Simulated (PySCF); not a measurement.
Species: 5-ethynylcyclopentadiene, C₇H₆.
SMILES with atom numbers: `[CH:1]#[C:2][CH:3]1[CH:4]=[CH:5][CH:6]=[CH:7]1` (hydrogens: H8 on C1; H9 on C3; H10 on C4; H11 on C5; H12 on C6; H13 on C7)

Computed with PySCF at PBE0/pcSseg-1, non-relativistic, on one gas-phase PBE0-D3(BJ)/def2-SVP geometry that isn't relaxed in the solvent. The solvent is an IEF-PCM continuum (cavity from Bondi-type radii × 1.2). The model holds no explicit solvent molecules, cavitation or dispersion.

| run | E − E(gas) (kcal/mol) | HOMO (eV) | HOMO–LUMO gap (eV) | dipole (D) |
| --- | --- | --- | --- | --- |
| gas | 0.00 | -6.61 | 5.75 | 0.56 |
| P | -3.94 | -6.63 | 5.78 | 0.74 |
| Q | -4.64 | -6.65 | 5.79 | 0.77 |

Question: The runs were made in dichloromethane and dimethylsulfoxide. Which run belongs to which solvent?

Answer: P = dichloromethane, Q = dimethylsulfoxide. The dielectric constants are 8.93 (dichloromethane), 46.83 (dimethylsulfoxide), and the energy falls further as ε rises. In this model the ground state sees the solvent through ε alone.

Question: How constant is the ratio of the lowering to (ε − 1)/(2ε + 1)?

Answer: 
| solvent | (ε − 1)/(2ε + 1) | E − E(gas) (kcal/mol) | ratio (kcal/mol) | polarisation term (kcal/mol) |
| --- | --- | --- | --- | --- |
| dichloromethane | 0.420 | -3.94 | -9.4 | -4.28 |
| dimethylsulfoxide | 0.484 | -4.64 | -9.6 | -5.12 |

The ratio changes by +2.3 % in size from dichloromethane to dimethylsulfoxide. The polarisation term is half the interaction of the solute with the induced surface charges.

On one thread, Arm Neoverse V2 (aarch64), on a shared host, this took 12 s wall and 0.86 GiB of memory at its peak. This is the whole shielding run at PBE0/pcSseg-1 in dimethylsulfoxide, SCF included.
